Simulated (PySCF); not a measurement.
## Correlation energy of F⁺ (fluorine, charge +1)

[He] 2s2 2p4, high-spin 3P determinant. Computed with PySCF 2.14 in aug-cc-pCVTZ-DK with one added diffuse shell each of s, p, d, f type (8s7p5d3f, 75 functions), with scalar relativity by spin-free X2C-1e. Frozen: 1s2; 6 electrons correlated.

| level | correlation energy (mhartree) |
| --- | --- |
| CCSD | -165.16 |
| (T) | -2.35 |
| CCSD(T) | -167.51 |

Diagnostics: T1 = 0.0042, D1 = 0.0083, largest double amplitude 0.024.

Problem. Is a single reference adequate?

Solution. Yes: T1 lies below 0.03 and no double amplitude reaches 0.07.
